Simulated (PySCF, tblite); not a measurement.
C₈H₁₁F.
Geometry (GFN2-xTB, Å), atoms numbered from 1 in this order:
```
atom  x, y, z in Å
C1     2.7631   -0.3787    0.7383
C2     1.8815   -0.3948   -0.0703
C3     0.8007   -0.4166   -1.0401
C4     0.2143    0.9888   -1.2387
C5    -0.4327    1.4912    0.0492
C6    -1.5262    0.5324    0.5131
C7    -0.9562   -0.8689    0.7139
C8    -0.3252   -1.3556   -0.5829
F9     0.1680   -2.6367   -0.4134
H10    3.5445   -0.3687    1.4379
H11    1.2043   -0.7895   -1.9896
H12   -0.5329    0.9507   -2.0353
H13    1.0077    1.6714   -1.5489
H14    0.3318    1.5719    0.8247
H15   -0.8542    2.4845   -0.1162
H16   -2.3224    0.4972   -0.2352
H17   -1.9623    0.8876    1.4481
H18   -0.1874   -0.8557    1.4890
H19   -1.7391   -1.5653    1.0195
H20   -1.0823   -1.4346   -1.3760
```

Theory: PBE0/pcSseg-1 in PySCF (dipole) on a GFN2-xTB geometry, gas phase.

Take the most abundant isotopes and a rigid rotor. The values belong to one conformer with, in the numbering `[CH:1]#[C:2][C@@H:3]1[CH2:4][CH2:5][CH2:6][CH2:7][C@@H:8]1[F:9]`, C2–C3–C4–C5 -64°, C3–C4–C5–C6 -58°, C4–C5–C6–C7 57°, C5–C6–C7–C8 -58°.

(1) What are A, B and C (cm⁻¹)?

(2) Classify the top.

(3) What does the inertial defect say?

(4) Which types of transition are allowed, and where do some lines up to J = 2 fall?

(5) Estimate the classical rotational partition function at 25 K, 50 K and 100 K.

## Answers

(1) Ia = 258.05, Ib = 303.29, Ic = 417.26 u·Å²; 505379 MHz·u·Å²/I gives 1958, 1666 and 1211 MHz, that is A = 0.06533, B = 0.05558, C = 0.04040 cm⁻¹.

(2) An asymmetric top; Ray's κ = 0.218.

(3) Not planar: Δ = Ic − Ia − Ib = -144.08 u·Å². For a rigid frame Δ = −2 Σ m c², so Σ m c² = 72.04 u·Å² lies off the ab plane: 20.72 from hydrogen and 51.32 from heavier atoms. The atom farthest from that plane is 1.92 Å away.

(4) The dipole components are |μa| = 2.13 D, |μb| = 0.62 D, |μc| = 0.32 D. The squared components, which scale the intensities, stand as 1.00 : 0.08 : 0.02 (a : b : c). Some lines, for components of 0.1 D or more:

| type | branch | J(Ka,Kc) | MHz | lower level (cm⁻¹) |
| --- | --- | --- | --- | --- |
| b | Q | 1(1,0) ← 1(0,1) | 747 | 0.096 |
| b | Q | 2(2,1) ← 2(1,2) | 2242 | 0.283 |
| a | R | 1(0,1) ← 0(0,0) | 2877 | 0.000 |
| b | R | 1(1,1) ← 0(0,0) | 3170 | 0.000 |
| c | R | 1(1,0) ← 0(0,0) | 3625 | 0.000 |
| a | R | 2(1,2) ← 1(1,1) | 5300 | 0.106 |
| a | R | 2(0,2) ← 1(0,1) | 5490 | 0.096 |
| a | R | 2(1,1) ← 1(1,0) | 6210 | 0.121 |
| b | R | 2(2,1) ← 1(1,0) | 7087 | 0.121 |
| c | R | 2(2,0) ← 1(1,0) | 7352 | 0.121 |
| c | R | 2(2,1) ← 1(1,1) | 7542 | 0.106 |

(5) Point group C1, symmetry number σ = 1; q = (√π/σ)·√((kT/h)³/(ABC)), k/h = 20836.6 MHz/K: 10600 at 25 K, 30000 at 50 K, 84800 at 100 K.

Its GFN2-xTB frequencies are all real (lowest 98 cm⁻¹). Constants of a rigid frame at the computed geometry: no zero-point averaging, no centrifugal distortion.
